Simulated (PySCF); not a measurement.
Level of theory: PBE-D3(BJ)/def2-TZVP // PBE0-D3(BJ)/def2-TZVP (PySCF). Gas-phase values, no solvent. 

Reference species (SMILES): `[CH3][Al]([CH3])[I]` (neutral, multiplicity 1).

```json
{
 "S1 oscillator strength": "0.000",
 "HOMO–LUMO gap": "4.47 eV",
 "HOMO": "-6.18 eV"
}
```

Changed species: `[I][Al]([I])[I]` (3 of 3 CH3 replaced by I; the reference has 1 of 3 CH3 replaced by I).

Q: What does the change do to the S1 oscillator strength, HOMO–LUMO gap and HOMO?

A: the S1 oscillator strength is nearly the same; the HOMO–LUMO gap falls by 0.52 eV, to 3.95 eV; the HOMO drops by 0.43 eV, to -6.61 eV.
